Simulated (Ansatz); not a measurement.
C2H8BrNOSi can be A, `CC[Si](N)(O)Br`, or B, `CO[Si](C)(N)Br`.

Computed with Ansatz on PBE0-D4/def2-TZVP structures; ΔE is electronic, products minus reactants. CCSD(T)/CBS adds triple-zeta CCSD(T) − MP2 to the extrapolated MP2 energy (def2 sets, frozen cores). DFT in def2-TZVPP. B3LYP here is the variant with VWN-RPA as its local correlation; programs differ in this. For Br outer-core shells are correlated without core-valence functions, which leaves a few kJ/mol of doubt a bond. Scalar relativity is left out up to krypton. One conformer a species, not always the lowest.

A:

```xyz
14

C     0.534   -1.018    1.450
C    -0.060    0.353    1.131
Si   -0.124    0.716   -0.687
N    -1.009   -0.349   -1.682
O     1.439    0.764   -1.175
Br   -1.141    2.689   -0.978
H     0.557   -1.200    2.527
H    -0.054   -1.822    0.999
H     1.556   -1.104    1.077
H    -1.077    0.438    1.526
H     0.523    1.147    1.611
H    -0.755   -1.318   -1.778
H    -1.974   -0.177   -1.905
H     1.586    0.881   -2.115
```

B:

Z-matrix (Å, degrees):
```
C
O 1 1.411
H 1 1.094 2 110.7
H 1 1.095 2 111.4 3 -121.1
H 1 1.091 2 108.1 3 119.2
Si 2 1.631 1 124.4 3 74.1
N 6 1.701 2 112.4 1 53.0
C 6 1.846 2 105.4 1 -179.6
Br 6 2.241 2 109.5 1 -61.3
H 7 1.004 6 122.2 2 -125.2
H 7 1.006 6 123.2 2 69.0
H 8 1.091 6 110.6 2 54.3
H 8 1.091 6 110.6 2 175.0
H 8 1.094 6 110.0 2 -65.2
```

Task: Which is lower in electronic energy at CCSD(T)/CBS, and by how much? (Estimate.)

Result: Ansatz gave: A, by 10.3 kcal/mol.

Task: Give E(B) − E(A) in kcal/mol with PBE0-D4, ωB97M-V, CCSD/def2-TZVPP, HF/def2-TZVPP, r2SCAN-D4, B3LYP-D4, B3LYP. (Estimate.)

Result: Computed: PBE0-D4 10.0, ωB97M-V 9.5, CCSD/def2-TZVPP 9.8, HF/def2-TZVPP 7.6, r2SCAN-D4 9.5, B3LYP-D4 8.5, B3LYP 8.4. None reverses the order clearly.

Largest T1 diagnostic: 0.009.

In def2-TZVPP, CCSD(T) changes the Hartree–Fock value by +2.4 kcal/mol (the triples alone add +0.1 kcal/mol) and MP2 by +3.4 kcal/mol.
